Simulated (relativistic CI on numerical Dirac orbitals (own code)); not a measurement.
Computed by Dirac-Coulomb-Breit CI, separate exchange-only KLI orbitals for each configuration, QED by a radiative potential, unscaled Slater integrals (own radial code, finite nucleus).

The strongest absorption lines from the ground level of an ion, among the configurations computed and to levels below about 367 eV (vacuum wavelength in Å, gf): 70.369 (0.52), 72.667 (0.9), 73.786 (5.5), 73.884 (0.62), 74.547 (3), 75.414 (1.4), 93.759 (1.4), 97.155 (0.81).

Problem. Which ion is it?
A. Eu²⁷⁺
B. Eu²⁹⁺
C. Tm³⁵⁺
D. La²³⁺

Solution. B. Eu²⁹⁺ has 34 electrons and the ground level 4s2 4p4 3P_2; the strongest line goes to 4s2 4p3 4d 3D°_3. The pattern of lines fixes the number of electrons, and along that sequence the line energies rise steadily with the charge (about as its square where n changes within one kind of shell, about linearly where n is kept but much faster in heavy ions where fine structure, which grows about as Z⁴, sets the gap, and irregularly where shells cross), which fixes Z. Configurations outside the model, such as inner-shell arrays, can give stronger lines. At this charge energies of transitions that change n are usually good to better than 1 %, and those within a shell (Δn = 0) to a few per cent.

LS names give the leading component of a level, which can be under half, so a name can repeat, a term be missing and a line seem to break the LS rules.
